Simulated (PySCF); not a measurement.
Compound: C3H7FSi.
Geometry (PBE0-D3(BJ)/def2-SVP, Å), atoms numbered from 1 in this order:
```xyz
12
C3H7FSi angstrom
F     -2.0928    1.4851    0.6972
Si    -1.5500    0.0657    0.1082
C      0.2229    0.1895   -0.3976
C      1.0797   -1.0584   -0.3345
C      1.3199    0.0505    0.6306
H     -1.6644   -0.9510    1.1952
H     -2.4309   -0.2870   -1.0417
H      0.4404    0.8628   -1.2346
H      0.6326   -1.9843    0.0423
H      1.7981   -1.2132   -1.1436
H      1.0355   -0.1049    1.6762
H      2.2112    0.6702    0.5025
```

Method: PySCF, PBE0-D3(BJ)/def2-SVP geometry optimisation, gas phase.

Take the most abundant isotopes and a rigid rotor. The values belong to one conformer with, in the numbering `[F:1][SiH2:2][CH:3]1[CH2:4][CH2:5]1`, F1–Si2–C3–C4 151°.

(1) What are A, B and C (cm⁻¹)?

(2) What kind of rotor is it?

(3) Is it planar, by Δ = Ic − Ia − Ib?

(4) Give the other two planar moments, Paa and Pbb, and the rms extents of the mass along the axes.

(5) List the rotational levels J(Ka,Kc) to J = 3 (K).

(6) Predict some low-J microwave lines.

(7) Estimate the classical rotational partition function at 10 K, 50 K and 200 K.

## Answers

(1) Ia = 51.98, Ib = 222.65, Ic = 247.41 u·Å²; 505379 MHz·u·Å²/I gives 9723, 2270 and 2043 MHz, that is A = 0.32432, B = 0.07572, C = 0.06814 cm⁻¹.

(2) A near-prolate asymmetric top: κ = (2 × 2270 − 9723 − 2043)/(9723 − 2043) = -0.94.

(3) Not planar: Δ = Ic − Ia − Ib = -27.21 u·Å². For a rigid frame Δ = −2 Σ m c², so Σ m c² = 13.60 u·Å² lies off the ab plane: 8.48 from hydrogen and 5.13 from heavier atoms. The atom farthest from that plane is 1.64 Å away.

(4) Paa = Σ m a² = (Ib + Ic − Ia)/2 = 209.04 and Pbb = Σ m b² = (Ia + Ic − Ib)/2 = 38.37 u·Å². With the mass M = 90.03 u, the rms extents √(P/M) along a, b and c are 1.52, 0.65, 0.39 Å.

(5) Above 0(0,0), as E/k:
J = 1: 1(0,1) 0.207, 1(1,1) 0.565, 1(1,0) 0.576
J = 2: 2(0,2) 0.621, 2(1,2) 0.968, 2(1,1) 1.000, 2(2,1) 2.073, 2(2,0) 2.074
J = 3: 3(0,3) 1.241, 3(1,3) 1.572, 3(1,2) 1.638, 3(2,2) 2.694, 3(2,1) 2.696, 3(3,1) 4.510, 3(3,0) 4.510

(6) The dipole components are |μa| = 1.96 D, |μb| = 0.57 D, |μc| = 0.19 D. Intensities carry the squares of the components, which stand as 1.00 : 0.09 : 0.01 (a : b : c). Some lines, for components of 0.1 D or more:

| type | branch | J(Ka,Kc) | MHz | lower level (cm⁻¹) |
| --- | --- | --- | --- | --- |
| a | Q | 2(1,1) ← 2(1,2) | 682 | 0.673 |
| b | R | 2(0,2) ← 1(1,1) | 1167 | 0.392 |
| a | R | 1(0,1) ← 0(0,0) | 4313 | 0.000 |
| c | Q | 2(1,2) ← 2(0,2) | 7231 | 0.431 |
| c | Q | 1(1,1) ← 1(0,1) | 7453 | 0.144 |
| b | Q | 1(1,0) ← 1(0,1) | 7680 | 0.144 |
| b | Q | 2(1,1) ← 2(0,2) | 7913 | 0.431 |
| a | R | 2(1,2) ← 1(1,1) | 8398 | 0.392 |
| a | R | 2(0,2) ← 1(0,1) | 8620 | 0.144 |
| a | R | 2(1,1) ← 1(1,0) | 8852 | 0.400 |
| b | R | 1(1,1) ← 0(0,0) | 11766 | 0.000 |
| c | R | 1(1,0) ← 0(0,0) | 11993 | 0.000 |
| b | R | 2(1,2) ← 1(0,1) | 15851 | 0.144 |
| c | R | 2(1,1) ← 1(0,1) | 16533 | 0.144 |
| c | Q | 2(2,1) ← 2(1,1) | 22359 | 0.695 |
| b | Q | 2(2,0) ← 2(1,1) | 22364 | 0.695 |
| b | Q | 2(2,1) ← 2(1,2) | 23041 | 0.673 |
| b | R | 2(2,1) ← 1(1,0) | 31211 | 0.400 |
| c | R | 2(2,0) ← 1(1,0) | 31217 | 0.400 |
| c | R | 2(2,1) ← 1(1,1) | 31439 | 0.392 |
| b | R | 2(2,0) ← 1(1,1) | 31444 | 0.392 |

(7) Point group C1, symmetry number σ = 1; q = (√π/σ)·√((kT/h)³/(ABC)), k/h = 20836.6 MHz/K: 794 at 10 K, 8880 at 50 K, 71000 at 200 K.

Whether it is a minimum is left open (no frequencies). No vibrational averaging or centrifugal distortion is included, and the geometry carries the error of its method.
